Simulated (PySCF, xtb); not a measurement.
Al(Me)2(SH) (C2H7AlS), SMILES [CH3][Al]([CH3])[SH].

GFN2-xTB (xtb) at its own geometry gives an orbital gap of 4.16 eV and a dipole moment of 3.24 D.

Geometry: B3LYP-D3(BJ)/def2-SVP. A frequency run showed that this geometry is not a minimum. One conformer was computed; it need not be the lowest.

What does PBE/def2-TZVP (PySCF) give? (The exact figures need the calculation; the answer reports its results.)

gap 5.00 eV (levels -6.25 and -1.25 eV), dipole 1.60 D.
